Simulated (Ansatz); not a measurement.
`[NH2][Sn][SH]` + H–F → `[NH2][Sn][F]` + H₂S at 600 K and 1 bar (ligand exchange at the Sn–S bond).

Isolated molecules relaxed with PBE0-D4/def2-TZVP in Ansatz; ΔE leaves out vibrations. CCSD(T)/CBS adds triple-zeta CCSD(T) − MP2 to the extrapolated MP2 energy (def2 sets, frozen cores). This one scheme is used for every species. def2 core potentials past Kr. For Sn outer-core shells are correlated without core-valence functions, which leaves a few kJ/mol of doubt a bond. One conformer a species, not always the lowest.

```csv
species,CCSD(T)/CBS energy (Eh),H − E (kJ/mol),S (J/(mol·K))
`[NH2][Sn][SH]`,-668.36522,133.4,382.7
H–F,-100.39570,42.3,194.0
`[NH2][Sn][F]`,-369.78999,106.4,349.7
H₂S,-398.97279,60.8,230.9
```

H − E and S are ideal-gas, rigid-rotor, harmonic terms from PBE0-D4/def2-TZVP, for one conformer and one mirror image of each species. 1 Eh = 2625.50 kJ/mol, R = 8.31446 J/(mol·K).

Q: By hand: ΔE, ΔH, ΔS and ΔG.

A: ΔE = (-369.78999) + (-398.97279) − (-668.36522) − (-100.39570) = -0.00186 Eh = -4.9 kJ/mol. Δ(H − E) = 106.4 + 60.8 − 133.4 − 42.3 = -8.5, so ΔH = -13.4 kJ/mol. ΔS = 349.7 + 230.9 − 382.7 − 194.0 = 3.9 J/(mol·K). ΔG = -13.4 − 600 × (3.9)/1000 = -15.7 kJ/mol.

Q: By hand: the equilibrium constant, and the temperature at which ΔG would vanish if ΔH and ΔS stayed fixed.

A: log₁₀ K = −ΔG/(RT ln 10) = 1.4. ΔH and −TΔS have one sign here, so there is no such temperature.

The number of gas molecules stays the same, so ΔS is small and ΔH decides. A doubt of 5 kJ/mol in ΔE shifts log₁₀ K by 0.4 here. Other conformers and mirror images would add mixing entropy, several J/(mol·K) or more a flexible species. These are equilibria of isolated gas molecules and say nothing of rates. Largest T1 diagnostic: 0.017 (customary marks: 0.02 for closed shells, 0.045 for open ones).

ΔS is within the doubt of such terms, so its sign, and with it that verdict, could turn.
